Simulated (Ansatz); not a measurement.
Cartesian coordinates in Å:
```
O 1.783 0.190 -0.405
B 0.765 1.071 -0.174
F 1.011 2.393 -0.231
N -0.522 0.594 0.118
Ge -0.993 -1.188 0.227
H 2.617 0.624 -0.596
H -1.246 1.274 0.283
H -0.192 -1.874 1.342
H -0.729 -1.880 -1.118
H -2.494 -1.203 0.555
```

Total charge 0; spin multiplicity 1.

(1) List the r2SCAN/def2-TZVPP orbital energies in eV (Ansatz 0.2.0). (Estimate.)

## Answers

(1) The calculation gave: Occupied: -10834.39, -1349.47, -1199.53, -1199.52, -1199.51, -665.96, -516.08, -384.97, -181.95, -167.68, -117.40, -117.36, -117.34, -31.42, -30.73, -30.67, -30.64, -30.59, -30.58, -27.00, -22.20, -14.70, -14.53, -13.13, -12.05, -11.17, -10.95, -9.49, -9.18, -9.05, -8.59, -8.58, -6.68. Lowest empty: 0.00, 0.81, 1.09, 1.13, 1.45, 2.30, 2.32, 2.95.
